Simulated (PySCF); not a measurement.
C5H7F2O: g tensor and hyperfine couplings

Species: C5H7F2O (doublet state).
Geometry (GFN2-xTB, Å), atoms numbered from 1 in this order:
```xyz
15
C5H7F2O angstrom
F      1.5302    1.4529    0.9019
C      1.9205    0.2851    0.3466
F      2.8414    0.5989   -0.5934
C      0.7245   -0.4675   -0.2969
C     -0.2104    0.4300   -1.0054
C     -1.4883    0.4723   -0.2686
C     -1.3886   -0.7845    0.6050
O     -0.0058   -1.0937    0.7370
H      2.4026   -0.3225    1.1257
H      1.1849   -1.2252   -0.9588
H      0.0944    1.1050   -1.7772
H     -2.3630    0.4594   -0.9221
H     -1.5567    1.3787    0.3506
H     -1.7925   -0.6503    1.6096
H     -1.8977   -1.6306    0.1239
```

The hyperfine couplings belong to this conformer and change with its torsions.

As a line formula: `FC(F)[C@@H]1[CH]CCO1` [radical].

Computed with UKS B3LYP, pcH-1 on C F H O, non-relativistic, mean-field spin-orbit, GIAO in PySCF. One conformer (not necessarily the lowest) at the GFN2-xTB geometry, without solvent, vibrations or thermal averaging. The geometry wasn't refined by DFT: couplings that depend on bond lengths, twists or pyramidal angles can differ widely from those at the functional's own minimum. The SCF solution wasn't tested for stability.

| Quantity | Value |
| --- | --- |
| g1, g2, g3 | 2.00222, 2.00285, 2.00304 |
| g_iso | 2.00270 |
| Form of g | rhombic: the two nearest values differ by 23 % of g3 − g1 |
| ⟨S²⟩ | 0.7539 (exact 0.7500) |
| α and β electrons | 32, 31 |
| HOMO–LUMO gap, α and β orbitals | 6.94, 5.42 eV |
| Basis functions | 270 |

Hyperfine couplings atom by atom, in MHz; T1 to T3 are the principal values of the dipolar part:

```
atom  isotope  a_iso     T1     T2     T3  Mulliken spin population
  F1      19F   14.2   -7.3    1.6    5.7                      0.00
  C2      13C   59.1   -6.2   -5.6   11.8                      0.04
  F3      19F    3.0   -6.9   -3.3   10.2                      0.00
  C4      13C  -33.5   -1.8   -0.7    2.5                     -0.07
  C5      13C  101.3  -81.1  -80.7  161.8                      1.02
  C6      13C  -31.7   -2.5   -0.1    2.6                     -0.09
  C7      13C    3.9   -1.3   -0.8    2.1                      0.01
  O8      17O    0.9   -1.2    0.4    0.8                      0.00
  H9       1H    6.0   -3.3   -1.8    5.1                      0.00
 H10       1H   95.6   -5.2   -4.1    9.3                      0.04
 H11       1H  -60.7  -38.4   -0.8   39.1                     -0.04
 H12       1H   77.9   -4.8   -4.5    9.3                      0.03
 H13       1H  149.6   -5.5   -2.9    8.3                      0.06
 H14       1H   -1.6   -2.0   -1.7    3.7                      0.00
 H15       1H   -1.7   -3.0   -2.4    5.4                      0.00
```

Largest spin populations (Mulliken): C5 (+1.02), C6 (-0.09), C4 (-0.07) and H13 (+0.06). No atom but C5 exceeds +0.15. The angles at C5 add up to 358.4°, so it is nearly planar; its axial dipolar tensor and the negative coupling of its proton fit spin in a p orbital normal to that plane.

Under fast tumbling the dipolar parts average out, and these isotropic splittings remain (the largest six): 1 × 1H (H13, I = 1/2, 2 lines) with 5.34 mT, 1 × 1H (H10, I = 1/2, 2 lines) with 3.41 mT, 1 × 1H (H12, I = 1/2, 2 lines) with 2.78 mT, 1 × 1H (H11, I = 1/2, 2 lines) with 2.17 mT, 1 × 19F (F1, I = 1/2, 2 lines) with 0.51 mT and 1 × 1H (H9, I = 1/2, 2 lines) with 0.22 mT.

The 13C coupling of C5 (101.3 MHz) shows only in satellite lines or after enrichment, since that isotope makes up about 1.07 % of natural carbon.
